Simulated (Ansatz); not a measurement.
Stretching the Sn1–H2 bond in H2OSn (SMILES [OH][SnH]) (multiplicity 1 held, fragments rigid). Energies count from the point at 1.803 Å.
Geometry at that point (charge 0, multiplicity 1):
```xyz
4

Sn    -0.184    -0.150     0.195
H     -1.455     0.015    -1.072
O      1.215     0.799    -0.869
H      0.926     1.103    -1.736
```

Restricted levels (R-, RO-) in cc, def2 and unpolarised 6-31G sets keep to the state of the molecule at rest. Unrestricted levels (U-) break spin symmetry where that is lower. Active spaces are followed from a long bond inwards. Curves can end on different states.

Correlated levels freeze the cores. Filled d and f shells under p-block atoms count as core.

Run with Ansatz (an electronic-structure program) with Gaussian orbitals. Each number belongs to the level named beside it. In def2 rows elements past Kr take small-core potentials, without spin–orbit coupling.

Task: Give the energy at R = 5.769 Å at the level R-SCS-MP2/def2-TZVPP.

Result: 367 kJ/mol

Task: Give the energy at R = 5.769 Å at the level U-r2SCAN/def2-TZVPP.

Result: 272 kJ/mol

Task: Predict the energy at R = 5.769 Å from FIC-MRCISD+Q on CASSCF(2,2)/def2-TZVPP.

Result: 276 kJ/mol

Doubts at one or more of the structures used: a spin-contaminated determinant (U-r2SCAN/def2-TZVPP); a restricted determinant that unrestricted orbitals would lower (R-SCS-MP2/def2-TZVPP).
